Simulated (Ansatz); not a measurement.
B(NH2tBu)H3 (C4H14BN). The state is a singlet with charge 0. Geometry PBE-D4/def2-SVP, basis def2-TZVP, Ansatz.

```json
{"run": "A", "HOMO (eV)": "-7.13", "LUMO (eV)": "-0.20"}
{"run": "B", "HOMO (eV)": "-10.04", "LUMO (eV)": "2.01"}
{"run": "C", "HOMO (eV)": "-6.50", "LUMO (eV)": "-0.04"}
{"run": "D", "HOMO (eV)": "-7.54", "LUMO (eV)": "0.17"}
```

HSE06 is defined as in plane-wave codes, on full-range PBE exchange. Another isomer (singlet) lies 0.65 eV lower at PBE0-D4/def2-TZVP; other spin states weren't run for this one.

**Question.** The runs used HSE06, PBE0, r2SCAN, ωB97X-V. Estimate which is which.

**Answer.** A HSE06 (range-separated); B ωB97X-V (range-separated); C r2SCAN (0 % exact exchange); D PBE0 (25 % exact exchange). Exact exchange lowers occupied and raises empty levels; among semilocal functionals meta-GGAs tend to open the gap a little, and such runs are hard to tell apart. The gap grows from 6.46 eV (r2SCAN) to 12.05 eV (ωB97X-V).
